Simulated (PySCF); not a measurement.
H₅ClOSi₂ (SMILES [SiH3]O[SiH2]Cl), singlet, at a GFN2-xTB geometry; PBE/6-31G, polarisability by finite fields (PySCF).

PySCF was given this input:
```python
from pyscf import gto, scf, dft

mol = gto.M(
    atom='''
Si   -2.12542774   -0.01999325   -0.65768460
O    -0.50588154    0.08430729   -0.76578103
Si    1.07396114    0.09045267   -0.45929182
Cl    1.36098185   -0.10919428    1.51315373
H    -2.47165327   -1.31769804   -1.23085735
H    -2.61632270    1.10826630   -1.44291624
H    -2.48917871    0.07702883    0.75339044
H     1.56934170    1.38808408   -0.89182970
H     1.63870652   -1.06026869   -1.14748252
''',
    basis='6-31g',
    verbose=4,
)

mf = dft.RKS(mol)
mf.xc = 'pbe'
mf.conv_tol = 1e-6
mf.kernel()
h0, z, done = mf.get_hcore(), mol.intor('int1e_r')[2], []
def energy(F):
    f = mf.copy()
    f.scf_summary = {}
    f.get_hcore = lambda *a: h0 + F * z
    e = f.kernel(mf.make_rdm1())
    done.append(f.converged)
    return e
F = 0.001
alpha = -(energy(F) + energy(-F) - 2 * mf.e_tot) / F**2
print('alpha_zz =', alpha)
```

The log (banner, timings and long lists left out):

```
PySCF version 2.14.0

[INPUT] verbose = 4
[INPUT] num. atoms = 9
[INPUT] num. electrons = 58
[INPUT] charge = 0
[INPUT] spin (= nelec alpha-beta = 2S) = 0
[INPUT] symmetry False subgroup None
[INPUT] Mole.unit = angstrom
[INPUT] Symbol           X                Y                Z      unit          X                Y                Z       unit  Magmom
[...]
nuclear repulsion = 280.817842026891
number of shells = 36
number of NR pGTOs = 180
number of NR cGTOs = 58
basis = 6-31g
ecp = {}

******** <class 'pyscf.dft.rks.RKS'> ********
method = RKS
initial guess = minao
damping factor = 0
level_shift factor = 0
DIIS = <class 'pyscf.scf.diis.CDIIS'>
diis_start_cycle = 1
diis_space = 8
diis_damp = 0
SCF conv_tol = 1e-06
SCF conv_tol_grad = None
SCF max_cycles = 50
direct_scf = True
direct_scf_tol = 1e-13
XC library pyscf.dft.libxc version 7.1.2
    S. Lehtola, C. Steigemann, M. J. T. Oliveira, and M. A. L. Marques,  SoftwareX 7, 1–5 (2018)
XC functionals = pbe
    J. P. Perdew, K. Burke, and M. Ernzerhof,  Phys. Rev. Lett. 77, 3865 (1996)
    J. P. Perdew, K. Burke, and M. Ernzerhof,  Phys. Rev. Lett. 78, 1396 (1997)
    J. P. Perdew, K. Burke, and M. Ernzerhof,  Phys. Rev. Lett. 77, 3865 (1996)
    J. P. Perdew, K. Burke, and M. Ernzerhof,  Phys. Rev. Lett. 78, 1396 (1997)
radial grids:
    Treutler-Ahlrichs [JCP 102, 346 (1995); DOI:10.1063/1.469408] (M4) radial grids

becke partition: Becke, JCP 88, 2547 (1988); DOI:10.1063/1.454033
pruning grids: <function nwchem_prune>
grids dens level: 3
symmetrized grids: False
atomic radii adjust function: <function treutler_atomic_radii_adjust>
small_rho_cutoff = 0
Set gradient conv threshold to 0.001
Initial guess from minao.
tot grids = 120368
init E= -1117.1252074579
[...]
cycle= 1 E= -1116.5725179582  delta_E= 0.553  |g|= 0.896  |ddm|= 2.82
[...]
cycle= 2 E= -1115.63048505747  delta_E= 0.942  |g|= 2.27  |ddm|= 3.48
[...]
cycle= 3 E= -1116.72013269992  delta_E= -1.09  |g|= 0.224  |ddm|=    3
[...]
cycle= 4 E= -1116.73300210872  delta_E= -0.0129  |g|= 0.116  |ddm|= 0.553
[...]
cycle= 5 E= -1116.73733473204  delta_E= -0.00433  |g|= 0.0176  |ddm|= 0.194
[...]
cycle= 6 E= -1116.73744701292  delta_E= -0.000112  |g|= 0.00294  |ddm|= 0.0341
[...]
cycle= 7 E= -1116.73744966283  delta_E= -2.65e-06  |g|= 0.000345  |ddm|= 0.00477
[...]
cycle= 8 E= -1116.73744969102  delta_E= -2.82e-08  |g|= 6.3e-05  |ddm|= 0.00052
[...]
Extra cycle  E= -1116.73744968986  delta_E= 1.16e-09  |g|= 0.000101  |ddm|= 0.000246
converged SCF energy = -1116.73744968986

******** <class 'pyscf.dft.rks.RKS'> ********
method = RKS
initial guess = minao
damping factor = 0
level_shift factor = 0
DIIS = <class 'pyscf.scf.diis.CDIIS'>
diis_start_cycle = 1
diis_space = 8
diis_damp = 0
SCF conv_tol = 1e-06
SCF conv_tol_grad = None
SCF max_cycles = 50
direct_scf = True
direct_scf_tol = 1e-13
XC library pyscf.dft.libxc version 7.1.2
    S. Lehtola, C. Steigemann, M. J. T. Oliveira, and M. A. L. Marques,  SoftwareX 7, 1–5 (2018)
XC functionals = pbe
    J. P. Perdew, K. Burke, and M. Ernzerhof,  Phys. Rev. Lett. 77, 3865 (1996)
    J. P. Perdew, K. Burke, and M. Ernzerhof,  Phys. Rev. Lett. 78, 1396 (1997)
    J. P. Perdew, K. Burke, and M. Ernzerhof,  Phys. Rev. Lett. 77, 3865 (1996)
    J. P. Perdew, K. Burke, and M. Ernzerhof,  Phys. Rev. Lett. 78, 1396 (1997)
radial grids:
    Treutler-Ahlrichs [JCP 102, 346 (1995); DOI:10.1063/1.469408] (M4) radial grids

becke partition: Becke, JCP 88, 2547 (1988); DOI:10.1063/1.454033
pruning grids: <function nwchem_prune>
grids dens level: 3
symmetrized grids: False
atomic radii adjust function: <function treutler_atomic_radii_adjust>
small_rho_cutoff = 0
Overwritten attributes  get_hcore  of <class 'pyscf.dft.rks.RKS'>
Set gradient conv threshold to 0.001
init E= -1116.73685953527
[...]
cycle= 1 E= -1116.73687194718  delta_E= -1.24e-05  |g|= 0.00588  |ddm|= 0.0378
[...]
cycle= 2 E= -1116.73685939776  delta_E= 1.25e-05  |g|= 0.00927  |ddm|= 0.0282
[...]
cycle= 3 E= -1116.73688655365  delta_E= -2.72e-05  |g|= 0.00206  |ddm|= 0.0146
[...]
cycle= 4 E= -1116.73688751542  delta_E= -9.62e-07  |g|= 0.000481  |ddm|= 0.00265
[...]
Extra cycle  E= -1116.73688739311  delta_E= 1.22e-07  |g|= 0.000947  |ddm|= 0.0015
converged SCF energy = -1116.73688739311

******** <class 'pyscf.dft.rks.RKS'> ********
method = RKS
initial guess = minao
damping factor = 0
level_shift factor = 0
DIIS = <class 'pyscf.scf.diis.CDIIS'>
diis_start_cycle = 1
diis_space = 8
diis_damp = 0
SCF conv_tol = 1e-06
SCF conv_tol_grad = None
SCF max_cycles = 50
direct_scf = True
direct_scf_tol = 1e-13
XC library pyscf.dft.libxc version 7.1.2
    S. Lehtola, C. Steigemann, M. J. T. Oliveira, and M. A. L. Marques,  SoftwareX 7, 1–5 (2018)
XC functionals = pbe
    J. P. Perdew, K. Burke, and M. Ernzerhof,  Phys. Rev. Lett. 77, 3865 (1996)
    J. P. Perdew, K. Burke, and M. Ernzerhof,  Phys. Rev. Lett. 78, 1396 (1997)
    J. P. Perdew, K. Burke, and M. Ernzerhof,  Phys. Rev. Lett. 77, 3865 (1996)
    J. P. Perdew, K. Burke, and M. Ernzerhof,  Phys. Rev. Lett. 78, 1396 (1997)
radial grids:
    Treutler-Ahlrichs [JCP 102, 346 (1995); DOI:10.1063/1.469408] (M4) radial grids

becke partition: Becke, JCP 88, 2547 (1988); DOI:10.1063/1.454033
pruning grids: <function nwchem_prune>
grids dens level: 3
symmetrized grids: False
atomic radii adjust function: <function treutler_atomic_radii_adjust>
small_rho_cutoff = 0
Set gradient conv threshold to 0.001
init E= -1116.73803984445
[...]
cycle= 1 E= -1116.73805248543  delta_E= -1.26e-05  |g|= 0.00584  |ddm|= 0.0374
[...]
cycle= 2 E= -1116.73803931157  delta_E= 1.32e-05  |g|= 0.00952  |ddm|= 0.0277
[...]
cycle= 3 E= -1116.73806656831  delta_E= -2.73e-05  |g|= 0.0021  |ddm|= 0.0142
[...]
cycle= 4 E= -1116.73806760264  delta_E= -1.03e-06  |g|= 0.000455  |ddm|= 0.00277
[...]
cycle= 5 E= -1116.73806765434  delta_E= -5.17e-08  |g|= 4.84e-05  |ddm|= 0.000659
[...]
Extra cycle  E= -1116.73806765374  delta_E= 5.96e-10  |g|= 6.97e-05  |ddm|= 0.000225
converged SCF energy = -1116.73806765374
alpha_zz = 55.66712388827
```
